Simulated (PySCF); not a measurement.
Bi²⁺ (bismuth, charge +2) across methods

[Xe] 4f14 5d10 6s2 6p1, 2P determinant. Computed with PySCF 2.14 in aug-cc-pwCVTZ-PP with ECP60MDF (8s7p6d4f1g, 96 functions), with scalar relativity through the core potential.

```
method  E (hartree)  mean ε 6s α (eV)  mean ε 6s β (eV)  mean ε 6p α (eV)  Σ⟨r²⟩ (bohr²)   ⟨S²⟩
M06-2X    -213.6066           -33.881           -32.179           -21.983          42.54  0.753
 B97-3    -213.7649           -32.193           -31.236           -20.583          42.61  0.751
PBEsol    -213.5214           -31.022           -30.325           -19.634          42.64  0.751
r2SCAN    -213.8124           -31.275           -30.365           -19.957          42.54  0.753
  PBE0    -213.7200           -32.255           -31.231           -20.719          42.64  0.752
   UHF   -212.73047           -35.199           -33.036           -23.348          43.02  0.756
   LDA    -213.4171           -31.294           -30.714           -19.735          42.70  0.750
   PBE    -213.7446           -30.914           -30.235           -19.609          42.68  0.751
```

Estimate the same row for wB97X-V.

E (hartree) = -213.6946; mean ε 6s α (eV) = -34.710; mean ε 6s β (eV) = -33.659; mean ε 6p α (eV) = -22.872; Σ⟨r²⟩ (bohr²) = 42.64; ⟨S²⟩ = 0.752.

Energies and moments cover only the electrons outside the core potential. Spin-orbit coupling, absent here, splits the open shell strongly.
